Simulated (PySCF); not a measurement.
Isomers of C6H8F2O, from PBE0-D3(BJ)/def2-SVP geometry optimisation, gas phase (PySCF). One conformer each, no zero-point energy, no frequencies.

Question: Which is lowest in electronic energy at this level?
A. `[F:1][CH:2]([F:3])[O:4][C@@:5]12[CH2:6][C@@H:7]([CH2:8]1)[CH2:9]2` with F1–C2–O4–C5 169°, C2–O4–C5–C6 -175°: A = 3859, B = 1059, C = 980.7 MHz, dipole 2.80 D
B. `[CH2:1]=[C:2](/[CH:3]=[CH:4]/[CH3:5])[O:6][CH:7]([F:8])[F:9]` with C1–C2–C3–C4 179°, C1–C2–O6–C7 -22°, C2–O6–C7–F8 -162°: A = 3004, B = 849.6, C = 689.9 MHz, dipole 2.28 D
C. `[O:1]=[C:2]1[CH2:3][CH2:4][CH2:5][CH2:6][C:7]1([F:8])[F:9]` with O1–C2–C3–C4 125°, C2–C3–C4–C5 54°, C3–C4–C5–C6 -56°, C4–C5–C6–C7 56° (2,2-difluorocyclohexanone): A = 2219, B = 1704, C = 1254 MHz, dipole 3.95 D

Answer: C. That is 2,2-difluorocyclohexanone, `O=C1CCCCC1(F)F`, 31.7 kcal/mol below the next.

```tsv
SMILES	mapped SMILES	E (Eh)	relative (kcal/mol)	relative (kJ/mol)	dipole (D)
O=C1CCCCC1(F)F	[O:1]=[C:2]1[CH2:3][CH2:4][CH2:5][CH2:6][C:7]1([F:8])[F:9]	-507.46629	0.0	0.0	3.95
C=C(/C=C/C)OC(F)F	[CH2:1]=[C:2](/[CH:3]=[CH:4]/[CH3:5])[O:6][CH:7]([F:8])[F:9]	-507.41573	31.7	132.7	2.28
FC(F)OC12CC(C1)C2	[F:1][CH:2]([F:3])[O:4][C@@:5]12[CH2:6][C@@H:7]([CH2:8]1)[CH2:9]2	-507.38644	50.1	209.6	2.80
```

As drawn, the lowest has a C=O bond, which the highest lacks; the highest has a four-membered ring, which the lowest lacks.
